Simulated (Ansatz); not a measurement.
One change: `[SH][Al]([Cl])[Br]` becomes `[OH][Al]([Cl])[Br]`.

Ansatz, PBE0-D4/def2-TZVP geometries, multiplicity 1. Each molecule was computed in one conformer, which needn't be the lowest.

Scalar relativity is left out up to krypton.

```
                                        property  `[SH][Al]([Cl])[Br]`
         HOMO–LUMO gap (ωB97M-V/def2-TZVPP) / eV                 11.01
              HOMO energy (PBE0/def2-TZVPP) / eV                 -8.24
             HOMO energy (B3LYP/def2-TZVPP) / eV                 -7.96
               HOMO energy (PBE/def2-TZVPP) / eV                 -7.01
              LUMO energy (PBE0/def2-TZVPP) / eV                 -1.13
size of the dipole moment (B3LYP/def2-TZVPP) / D                  1.05
```

(1) Give the same properties after the change, and the shifts. (Estimate.)

Answers

(1) Computed: 
```json
{"property": "HOMO–LUMO gap (ωB97M-V/def2-TZVPP) / eV", "`[OH][Al]([Cl])[Br]`": "11.67", "shift": "0.66"}
{"property": "HOMO energy (PBE0/def2-TZVPP) / eV", "`[OH][Al]([Cl])[Br]`": "-8.83", "shift": "-0.59"}
{"property": "HOMO energy (B3LYP/def2-TZVPP) / eV", "`[OH][Al]([Cl])[Br]`": "-8.54", "shift": "-0.58"}
{"property": "HOMO energy (PBE/def2-TZVPP) / eV", "`[OH][Al]([Cl])[Br]`": "-7.49", "shift": "-0.48"}
{"property": "LUMO energy (PBE0/def2-TZVPP) / eV", "`[OH][Al]([Cl])[Br]`": "-1.07", "shift": "0.06"}
{"property": "size of the dipole moment (B3LYP/def2-TZVPP) / D", "`[OH][Al]([Cl])[Br]`": "1.62", "shift": "0.57"}
```

With PBE0 the HOMO falls by 0.59 eV and the LUMO rises by 0.06 eV, so the gap widens by about 0.65 eV. PBE moves the HOMO by -0.48 eV and ωB97M-V by -0.64 eV. Dipoles are sizes alone; their direction can turn.

B3LYP here is the variant with VWN-RPA as its local correlation; programs differ in this.

Spin–orbit coupling is left out; it splits and shifts lone-pair levels of the heavy atoms by tenths of an eV.
